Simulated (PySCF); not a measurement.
CH8N2OSi, SMILES N(C)[Si@H](O)N.

Geometry optimised at B3LYP-D3(BJ)/def2-SVP. The structure was generated by enumeration; whether it is a known compound was not checked. The values are those of a single conformer.

Two levels are set side by side: TDDFT-PBE/def2-SVPD (PySCF) and TDDFT-LC-ωPBE/def2-SVPD (PySCF). Vertical, same geometry. The lowest singlet is HOMO→LUMO 98 % with PBE and HOMO→LUMO 41 %, HOMO→LUMO+2 25 %, HOMO→LUMO+3 13 %, HOMO→LUMO+1 11 % with the other functional; states are paired by order. Differences are taken from unrounded values.

```tsv
quantity	TDDFT-LC-ωPBE
lowest singlet excitation (eV)	6.97
lowest triplet excitation (TDA) (eV)	6.69
```

Question: What does TDDFT-PBE give, and how far is it from TDDFT-LC-ωPBE? (The exact figures need the calculation; the answer reports its results.)

Answer: 
| quantity | TDDFT-PBE | TDDFT-PBE minus TDDFT-LC-ωPBE |
|---|---|---|
| lowest singlet excitation (eV) | 5.27 | -1.70 |
| lowest triplet excitation (TDA) (eV) | 5.15 | -1.54 |

Functionals without exact exchange tend to place singlet excitations lower, as here. Differences between two approximate levels are no errors against the true value.

Rough cost on one machine, each run with all the roots and properties that it gave: TDDFT-LC-ωPBE against TDDFT-PBE about 7 times.
